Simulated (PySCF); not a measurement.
# Working out the excitation energy of Ag

Ag [Kr] 4d10 5s1 (2S) → Ag [Kr] 4d10 5p1 (2P). Computed with PySCF 2.14 in def2-TZVPPD with the def2 core potential (28 electrons) (6s4p3d2f1g, 56 functions), with scalar relativity through the core potential. Frozen: nothing. Energies in hartree (1 hartree = 27.21139 eV):

```
             part   Ag (lower)   Ag (upper)
              UHF  -146.116958  -146.001152
MP2 opposite-spin    -0.434995    -0.420029
    MP2 same-spin    -0.218872    -0.208763
```

Problem. What does Hartree-Fock give?

Solution. (-146.001152) − (-146.116958) = 0.115806 hartree = 3.151 eV.

Problem. What do MP2 and SCS-MP2 (6/5 opposite-spin, 1/3 same-spin) give?

Solution. The opposite-spin parts differ by 0.407 eV and the same-spin parts by 0.275 eV. MP2: 3.151 + (0.407) + (0.275) = 3.833 eV. SCS-MP2: 3.151 + 1.2 × (0.407) + (0.275)/3 = 3.731 eV.

Measured between the centres of the two terms (NIST): 3.740 eV, so MP2 (valence and next inner shell) is off by 0.093 eV.

What remains against the reference includes basis incompleteness and correlation beyond second order.
